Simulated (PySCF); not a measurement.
Job file and geometry (Å, from GFN2-xTB) of an NMR shielding run on SMILES CC(=O)N[Si@H]1CC=N1, C₄H₈N₂OSi, GIAO PBE0/pcSseg-1 NMR shielding, non-relativistic, gas phase in PySCF 2.14.0, density-fitted response routines; density fitting, a coarse starting grid and PySCF grid level 2 are the driver's defaults:

```
$ OMP_NUM_THREADS=1 python probes_run.py task.json out

{"job": {"kind": "nmr", "xc": "PBE0", "basis": "pcSseg-1"}, "charge": 0, "multiplicity": 1}
C     -2.935673     0.292013     0.358788
C     -1.545595    -0.083203    -0.072301
O     -1.176860    -0.162260    -1.230064
N     -0.636552    -0.346839     0.884373
Si     0.889628    -0.823371     0.171876
C      2.124220     0.550798    -0.358968
C      2.806057     0.120486     0.899525
N      2.134243    -0.800624     1.470340
H     -2.899877     1.160097     1.013849
H     -3.383878    -0.534189     0.907098
H     -3.542224     0.519333    -0.512752
H     -0.867621    -0.313304     1.863183
H      0.776885    -2.057670    -0.577589
H      2.716328     0.389491    -1.255496
H      1.801433     1.589390    -0.343605
H      3.731888     0.508794     1.305301
```

**Question.** What does the program print?

**Answer.** 
```
coarse grid: 14144 points
cycle   1  E = -630.6923787516  dE =  1.354e+00  |g| = 9.202e-01  |ddm| = 3.686e+00
cycle   2  E = -630.2429010171  dE =  4.495e-01  |g| = 1.762e+00  |ddm| = 2.266e+00
cycle   3  E = -630.8531212125  dE = -6.102e-01  |g| = 2.670e-01  |ddm| = 1.678e+00
cycle   4  E = -630.8670815655  dE = -1.396e-02  |g| = 8.165e-02  |ddm| = 2.489e-01
cycle   5  E = -630.8680363829  dE = -9.548e-04  |g| = 4.219e-02  |ddm| = 7.539e-02
cycle   6  E = -630.8684303094  dE = -3.939e-04  |g| = 7.515e-03  |ddm| = 3.619e-02
cycle   7  E = -630.8684409680  dE = -1.066e-05  |g| = 3.067e-03  |ddm| = 7.038e-03
cycle   8  E = -630.8684429650  dE = -1.997e-06  |g| = 5.255e-04  |ddm| = 2.319e-03
final grid: 132928 points
cycle   9  E = -630.9209413008  dE = -1.751e-05  |g| = 1.277e-02  |ddm| = 2.441e-02
cycle  10  E = -630.9208625040  dE =  7.880e-05  |g| = 2.405e-02  |ddm| = 2.561e-02
cycle  11  E = -630.9209726582  dE = -1.102e-04  |g| = 2.574e-03  |ddm| = 1.793e-02
cycle  12  E = -630.9209741083  dE = -1.450e-06  |g| = 2.204e-04  |ddm| = 2.171e-03
cycle  13  E = -630.9209741163  dE = -7.951e-09  |g| = 1.288e-04  |ddm| = 3.363e-04
cycle  14  E = -630.9209741197  dE = -3.389e-09  |g| = 5.247e-05  |ddm| = 1.349e-04
cycle  15  E = -630.9209741202  dE = -5.282e-10  |g| = 1.609e-05  |ddm| = 4.740e-05
converged SCF energy = -630.9209741202

GIAO shielding tensors (ppm)
atom      isotropic    diamagn.    paramagn.     s11        s22        s33       span
  0 C      163.743     249.016     -85.272    141.849    154.638    194.743     52.893
  1 C        6.655     250.157    -243.502    -71.566     -6.766     98.297    169.862
  2 O     -103.530     405.539    -509.068   -361.746   -212.451    263.607    625.353
  3 N      133.713     331.566    -197.854     32.622    144.418    224.098    191.476
  4 Si     364.766     879.754    -514.988    345.051    354.440    394.806     49.755
  5 C      147.458     256.889    -109.431    118.124    144.210    180.041     61.917
  6 C      -13.809     261.635    -275.443   -135.505    -24.553    118.632    254.137
  7 N     -192.802     332.424    -525.226   -594.201   -181.147    196.943    791.144
  8 H       29.597      28.846       0.751     26.009     28.737     34.045      8.036
  9 H       29.502      27.442       2.060     26.076     28.450     33.981      7.905
 10 H       29.766      27.332       2.434     25.940     27.999     35.360      9.420
 11 H       26.670      35.115      -8.445     22.618     26.598     30.795      8.177
 12 H       25.979      29.569      -3.590     23.079     24.542     30.315      7.236
 13 H       29.142      32.029      -2.887     26.692     27.695     33.039      6.347
 14 H       29.194      33.946      -4.752     26.393     28.653     32.534      6.141
 15 H       22.300      29.787      -7.487     20.849     22.138     23.914      3.065
```

Size and cost of the density-fitted run: 183 basis functions, 32 s wall time on 1 thread of an Arm Neoverse V2, shared host; peak memory 0.87 GiB.
